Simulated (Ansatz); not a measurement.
`[F][AlH][NH][SiH3]` → Al• + F• + 5 H• + N• + Si•  (atomization)

Gas-phase electronic energies from Ansatz, PBE0-D4/def2-TZVP geometries. CBS: MP2 limit from def2 TZ/QZ plus the TZ coupled-cluster correction, frozen cores. This one scheme is used for every species, atoms too. DFT in def2-TZVPP. Open shells (•) are unrestricted, without spin–orbit coupling. Spin–orbit coupling would lower the free atoms: a little for Al, F, Si. One conformer a species, not always the lowest.

CCSD(T)/CBS gives +3011.8 kJ/mol.

Question: Another level gave +3011.6 kJ/mol. Which?
A. B2PLYP/def2-TZVPP
B. BHLYP/def2-TZVPP
C. B97M-V/def2-TZVPP
D. BLYP/def2-TZVPP

Answer: C. B97M-V 3011.6, BHLYP 2907.0, B2PLYP 2966.3, BLYP 2946.3 kJ/mol.

Largest T1 diagnostic among the species: 0.018.

In def2-TZVPP, CCSD(T) changes the Hartree–Fock value by +707.4 kJ/mol (the triples alone add +34.3 kJ/mol) and MP2 by +745.4 kJ/mol; breaking electron pairs costs correlation energy, which Hartree–Fock lacks. From PBE to PBE0 (25 % exact exchange), in def2-TZVPP and without D4, ΔE moves by −36.5 kJ/mol: exact exchange takes away binding that semilocal exchange gives to molecules. The D4 term adds +26.5 kJ/mol with B3LYP and +13.8 kJ/mol with PBE0; it sums over pairs of atoms, weighted by their polarisabilities, and B3LYP, whose exchange is more repulsive, gets the larger term.

B3LYP here is the variant with VWN-RPA as its local correlation; programs differ in this.

For atomizations the MP2-based limit and the directly extrapolated one differ by several kJ/mol either way, and by 10 to 25 for some Ge, Se and Sn compounds, so smaller differences from it don't rank the levels.
